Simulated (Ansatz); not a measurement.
`[AlH2][S][SnH3]` + `N[SiH3]` → `[SiH3][NH][SnH3]` + `[AlH2][SH]` at 298.15 K and 1 bar (ligand exchange at the Sn–S bond).

Computed with Ansatz on PBE0-D4/def2-TZVP structures; ΔE is electronic, products minus reactants. CCSD(T)/CBS is the MP2 limit (def2-TZVPP, def2-QZVPP) plus CCSD(T) − MP2 in def2-TZVPP, frozen cores. This one scheme is used for every species. def2 core potentials past Kr. For Sn outer-core shells are correlated without core-valence functions, which leaves a few kJ/mol of doubt a bond.

| species | CCSD(T)/CBS energy (Eh) | H − E (kJ/mol) | S (J/(mol·K)) |
| --- | --- | --- | --- |
| `[AlH2][S][SnH3]` | -856.85532 | 115.3 | 355.3 |
| `N[SiH3]` | -346.80422 | 145.7 | 264.3 |
| `[SiH3][NH][SnH3]` | -562.01692 | 180.1 | 361.7 |
| `[AlH2][SH]` | -641.61836 | 72.6 | 268.0 |

H − E and S are ideal-gas, rigid-rotor, harmonic terms from PBE0-D4/def2-TZVP, for one conformer and one mirror image of each species. 1 Eh = 2625.50 kJ/mol, R = 8.31446 J/(mol·K).

Question: By hand: ΔE, ΔH, ΔS and ΔG.

Answer: ΔE = (-562.01692) + (-641.61836) − (-856.85532) − (-346.80422) = 0.02426 Eh = 63.7 kJ/mol. Δ(H − E) = 180.1 + 72.6 − 115.3 − 145.7 = -8.3, so ΔH = 55.4 kJ/mol. ΔS = 361.7 + 268.0 − 355.3 − 264.3 = 10.1 J/(mol·K). ΔG = 55.4 − 298.15 × (10.1)/1000 = 52.4 kJ/mol.

Question: By hand: the equilibrium constant, and the temperature at which ΔG would vanish if ΔH and ΔS stayed fixed.

Answer: log₁₀ K = −ΔG/(RT ln 10) = -9.2. ΔG = 0 at ΔH/ΔS = 5485 K, far beyond where these terms or the molecules hold.

The number of gas molecules stays the same, so ΔS is small and ΔH decides. A doubt of 5 kJ/mol in ΔE shifts log₁₀ K by 0.9 here. Other conformers and mirror images would add mixing entropy, several J/(mol·K) or more a flexible species. Modes under 60 cm⁻¹, often nearly free rotors, make the harmonic entropy too high. These are equilibria of isolated gas molecules and say nothing of rates. Largest T1 diagnostic: 0.013 (customary marks: 0.02 for closed shells, 0.045 for open ones).
